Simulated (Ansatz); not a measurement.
GaH3Se3, SMILES `[SeH][Ga]([SeH])[SeH]`. Charge 0, multiplicity 1. All single points use the PBE0-D4/def2-TZVP geometry. It is one conformer, not always the lowest.

```xyz
7

Se   -1.371   -1.853   -0.565
Ga   -0.342    0.167   -0.053
Se   -1.678    2.068   -0.081
Se    1.913    0.366    0.475
H    -0.121   -2.603   -0.393
H    -0.548    2.930    0.291
H     2.147   -1.076    0.326
```

(1) What is the dipole moment at ωB97M-V/def2-TZVPP? (An estimate is asked.)

(2) And with PBE, r2SCAN, B3LYP? (Estimate.)

(3) Give the Mulliken charges with ωB97M-V, r2SCAN, PBE in def2-TZVPP. (Best estimate.)

Results:

(1) Computed: 1.07 D, with components (0.94, -0.50, 0.14) D in this frame, pointing from negative to positive charge.

(2) Computed: PBE 1.00 D, r2SCAN 1.11 D, B3LYP 1.02 D.

(3) The calculation gave: 
| atom | ωB97M-V | r2SCAN | PBE |
| --- | --- | --- | --- |
| Se1 | -0.19 | -0.19 | -0.17 |
| Ga2 | 0.36 | 0.39 | 0.36 |
| Se3 | -0.20 | -0.20 | -0.18 |
| Se4 | -0.19 | -0.19 | -0.17 |
| H5 | 0.07 | 0.06 | 0.05 |
| H6 | 0.07 | 0.07 | 0.06 |
| H7 | 0.07 | 0.06 | 0.05 |

B3LYP here is the variant with VWN-RPA as its local correlation; programs differ in this.
